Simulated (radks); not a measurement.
Q: The table gives one normalised radial function P(r) = r R(r) of La23+ in [Ar] 3d10 4s2 4p4 (r in bohr). All-electron calculation, scalar-relativistic Kohn-Sham, PBE, spin-polarised, spherical densities, finite nucleus; open shells are filled with parallel spins first (spin-orbit coupling, left out, can overturn this in heavy ions); Fermi nuclear charge, rms radius 4.855 fm. Program: a radial shooting solver on a logarithmic mesh with Libxc functionals.

r           P
0.00144    0.1201
0.002081   0.1612
0.003006   0.2123
0.004378   0.2732
0.006326   0.3346
0.00914    0.3820
0.01321    0.3862
0.01908    0.3042
0.02757    0.0940
0.03983   -0.2388
0.05755   -0.5624
0.08315   -0.5835
0.1201    -0.0489
0.1736     0.7482
0.2508     0.8111
0.3624    -0.3683
0.5236    -1.5016
0.7564    -1.1814
1.093     -0.3215
1.579     -0.0243

Which n and l does it have? It may be an empty orbital.

A: n = 4, l = 0: the number of nodes gives n - l - 1 = 3, the rise at small r (about r^(l+1), flatter next to the nucleus through relativity) gives l, and the extent must fit the shell. The curve is that of 4s up; the table hardly tells the two spins apart. 4s up: eigenvalue -836.35 eV, 3 radial nodes at r = 0.0309, 0.123, 0.331 bohr, <r> = 0.597 bohr, 90 % of the charge inside 0.844 bohr.
